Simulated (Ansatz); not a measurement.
## A small benchmark: atomisation enthalpy at 298 K

8 molecules holding an element from Na to Cl; the atomisation enthalpy at 298 K in kJ/mol, computed less measured. Shapes, held fixed at every level: PBE0-D4/def2-TZVP. Flexible molecules stand in one conformer, not always the lowest. Thermal terms are harmonic and unscaled (PBE0-D4/def2-TZVP); the spin-orbit lowering of the free atoms is taken from their spectra. Programs: Ansatz 0.2.0. Measured values: Active Thermochemical Tables, CRC Handbook of Chemistry and Physics, NIST-JANAF tables.

Levels: A = SPW92/def2-TZVPP; B = wB97X-V/def2-TZVPP; C = CCSD(T)/def2-TZVPP.

| molecule | from tabulated heats | A | B | C |
| --- | --- | --- | --- | --- |
| CHNS (isothiocyanic acid) | 1557 | +341 | +4 | -72 |
| CHCl2F (SMILES FC(Cl)Cl) | 1541 | +351 | +4 | -60 |
| SiCl4 (silicon tetrachloride) | 1598 | +241 | +8 | -74 |
| C2Cl4F2 (1,1,1,2-tetrachloro-2,2-difluoroethane) | 2568 | +744 | +58 | -72 |
| C2H2Cl4 (1,1,2,2-tetrachloroethane) | 2504 | +523 | +7 | -94 |
| C2H6OS (dimethyl sulfoxide) | 3419 | +565 | -1 | -113 |
| C4H8Cl2 (1,3-dichlorobutane) | 5049 | +750 | -1 | -133 |
| C5H10S (cyclopentanethiol) | 6089 | +895 | +13 | -150 |

**Question.** Sum up the errors.

**Answer.** 
```
             level                    kind  mean error  mean absolute error  worst case
  SPW92/def2-TZVPP                     LDA      +551.2                551.2      C5H10S
wB97X-V/def2-TZVPP  range-separated hybrid       +11.5                 12.0     C2Cl4F2
CCSD(T)/def2-TZVPP   coupled cluster or CI       -96.0                 96.0      C5H10S
```

On this set wB97X-V/def2-TZVPP has the smallest mean absolute error and SPW92/def2-TZVPP the largest. SPW92/def2-TZVPP is too high in 8 of 8; wB97X-V/def2-TZVPP is too high in 6 of 8; CCSD(T)/def2-TZVPP is too low in 8 of 8. The heats of C2H2Cl4, C4H8Cl2 come from older tables and can be uncertain by 10 kJ/mol or more. The tabulated value of C2Cl4F2 is in doubt (older tables, estimates, or at odds with other calculations) and kept here. Over the 7 molecules whose values aren't doubted the mean absolute errors are A 523.7; B 5.4; C 99.4. For SPW92/def2-TZVPP and CCSD(T)/def2-TZVPP the error grows with the size of the molecule. Correlated wave functions converge slowly with the basis. The set is small.
